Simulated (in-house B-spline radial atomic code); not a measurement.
# B97-1 excitations of Pr VI (Pr5+)

Method: B97-1. Computed with an all-electron radial atomic-structure program (B-spline basis): linear response of the closed shell [Kr] 4d10 5s2 5p6 with the functional's adiabatic kernel; scalar-relativistic (spin-free one-electron X2C), finite nucleus, no spin-orbit coupling, no double excitations, S, P, D and F terms only; shells from n = 3 respond. Only terms of natural parity with L up to 3 were computed.

Spin-orbit coupling is strong here, so these LS terms don't match observed levels.

Command:
```bash
python run_td.py task.json out
```
Settings (radii: box in bohr, nucleus in fm):
```
Z                        59
electrons                54
configuration            [Kr] 4d10 5s2 5p6
hamiltonian              x2c
method                   b97_1
box_radius               16.35
rms_radius               4.8919
intervals                70
```

Time taken, with all properties: 5 s on 1 thread of Arm Neoverse N1, with other jobs on the host.

The lowest states, in the order of their Tamm-Dancoff energies; the method's threshold (minus the highest occupied level) is 78.41 eV. Labels give the largest channel, * marks a mixed state, and oscillator strengths are full-response dipole values. Semilocal kernels can invert the small singlet-triplet splittings of Rydberg terms. Energies in eV:

```tsv
state	full response	Tamm-Dancoff	oscillator strength
5p → 4f 3D	7.090	7.174	-
5p → 4f 1D	9.222	9.389	-
5p → 5d 3P	?	?	-
5p → 5d 3F	?	?	-
5p → 5d 1F	28.421	28.439	-
5s → 4f 3F	29.088	29.109	-
5s → 4f 1F	30.02	30.04	-
5p → 5d 1P	34.28	35.47	5.37
5p → 6s 3P	37.59	37.60	-
5p → 6s 1P	37.97	37.99	1.22
5p → 6p 3S	43.71	43.73	-
5p → 6p 3D	44.16	44.18	-
5p → 6p 1D	44.35	44.35	-
5p → 6p 1S	46.14	46.29	-
5s → 5d 3D	48.53	48.57	-
5s → 5d 1D	50.78	50.84	-
```

Task: Where does 5p → 5d 3F lie?

Result: At 26.520 eV in full response, 26.642 eV in Tamm-Dancoff.

Task: Where does 5p → 5d 3P lie?

Result: At 26.329 eV in full response, 26.402 eV in Tamm-Dancoff.

Task: How large is the singlet-triplet splitting of 5p → 4f (D terms) in Tamm-Dancoff?

Result: 2.22 eV, from the unrounded values.

Task: What polarisabilities and dispersion coefficient does the method give?

Result: Dipole 4.569 bohr³, quadrupole 13.97 bohr⁵, C6 23.09 hartree·bohr⁶ for two such species.
